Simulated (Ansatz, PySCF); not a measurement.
C2H4ClFSi, SMILES C=C[Si@H](F)Cl.

Geometry: B3LYP-D3(BJ)/def2-SVP. The structure was generated by enumeration; whether it is a known compound was not checked. One conformer was computed; it need not be the lowest.

Vertical ionisation energy (IE) and electron affinity (EA) in eV. Rows of orbital energies are one-electron estimates. Where ΔSCF, EOM or ADC give a negative EA the extra electron is unbound and the value depends on the basis.

| level | IE | EA |
|---|---|---|
| −ε(HOMO), −ε(LUMO), M06-2X/def2-TZVP (PySCF) | 9.75 | 0.19 |
| −ε(HOMO), −ε(LUMO), PBE/def2-TZVP (PySCF) | [?] | [?] |
| ΔSCF, CAM-B3LYP/def2-SVPD (Ansatz), final states of multiplicity 2 and 2 | 10.85 | -0.73 |
| ΔSCF, PBE/def2-SVPD (Ansatz), final states of multiplicity 2 and 2 | 10.46 | -0.55 |

Question: Complete the blanks. (The exact figures need the calculation; the answer reports its results.)

Answer: 
- −ε(HOMO), −ε(LUMO), PBE/def2-TZVP (PySCF), IE: 7.37
- −ε(HOMO), −ε(LUMO), PBE/def2-TZVP (PySCF), EA: 2.09

Question: What vertical singlet–triplet gap does ΔSCF give with CAM-B3LYP/def2-SVPD (Ansatz, an electronic-structure program) and with PBE/def2-SVPD (Ansatz)? (The exact figures need the calculation; the answer reports its results.)

Answer: 4.18 and 4.25 eV (triplet above singlet where positive).
